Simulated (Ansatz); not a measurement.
## Ansatz (development build ahead of 0.2.0) run

```yaml
crystal:
  periodic: [false, false, false]
  atoms:
    - { symbol: Na, position_ang: [0.0, 0.0, 0.0] }
    - { symbol: Li, position_ang: [2.6688, 0.0, 0.9714] }
    - { symbol: Li, position_ang: [-1.3344, 2.3112, 0.9714] }
    - { symbol: Li, position_ang: [-1.3344, -2.3112, 0.9714] }
basis:
  gaussian: { orbitals: pcseg-2 }
magnetization:
  spin_polarized: true
  initial_magnetization: 2
hamiltonian:
  xc: r2scan
```

The input is written out in the form of the current development build from the run's settings.

Output:

```
Converged                       : yes
Total energy                    : -184.73504 hartree
Spin squared of the determinant : 2.037
Stability test                  : minimum
```

Caution: other spin multiplicities may lie lower.
